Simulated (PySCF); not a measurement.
Computed with UPBE0 in PySCF with Ru def2-TZVP with ECP28, H def2-TZVP; scalar-relativistic core potentials, no spin–orbit coupling; density-fitted integrals.

```xyz
3
charge 0 multiplicity 3, angstrom
Ru    0.0000    0.0000   -0.0240
H     0.9492    0.0000    1.2132
H    -0.9492    0.0000    1.2132
```

RuH₂ (triplet), along the line from Ru1 (at 0) through H2 (at 1.559 Å). Core electrons replaced by a potential are absent, the electrostatic potential uses the reduced nuclear charge, and values within about 0.7 Å of such atoms have no physical meaning.

Task: Tabulate the fields along this line at 0.70, 0.78, 0.86, 0.94, 1.01, 1.09, 1.17, 1.25, 1.33, 1.40, 1.48, 1.64, 1.72, 1.79, 1.87, 1.95, 2.03, 2.11, 2.18, 2.26, 2.34, 2.42, 2.49 Å.

Result: 
```tsv
distance (Å)	electron density (e/Å³)	spin density (e/Å³)	electron localisation function	electrostatic potential (V)
0.70	2.87	0.284	0.487	46.5
0.78	1.99	0.183	0.392	32.7
0.86	1.47	0.111	0.353	23.6
0.94	1.2	0.0601	0.391	17.9
1.01	1.08	0.0233	0.52	14.9
1.09	1.06	-0.00476	0.713	14.2
1.17	1.12	-0.0286	0.878	16.3
1.25	1.25	-0.0518	0.961	22.2
1.33	1.46	-0.0773	0.99	34.9
1.40	1.74	-0.107	0.997	63.6
1.48	2.15	-0.145	0.999	155
1.64	1.94	-0.142	1	155
1.72	1.37	-0.103	1	63.3
1.79	0.982	-0.0751	0.999	34
1.87	0.693	-0.054	0.999	20.2
1.95	0.491	-0.039	0.998	12.6
2.03	0.351	-0.0283	0.998	8
2.11	0.253	-0.0207	0.997	5.11
2.18	0.183	-0.0152	0.996	3.21
2.26	0.134	-0.0111	0.995	1.95
2.34	0.0981	-0.00822	0.994	1.1
2.42	0.0727	-0.00611	0.993	0.528
2.49	0.0543	-0.00456	0.992	0.137
```

On a grid of 0.08 Å the density has a local minimum along the bond near 1.09 Å from Ru, at 1.06 e/Å³, where the ELF is 0.71.

With open d or f shells other occupations or spin states may lie lower.
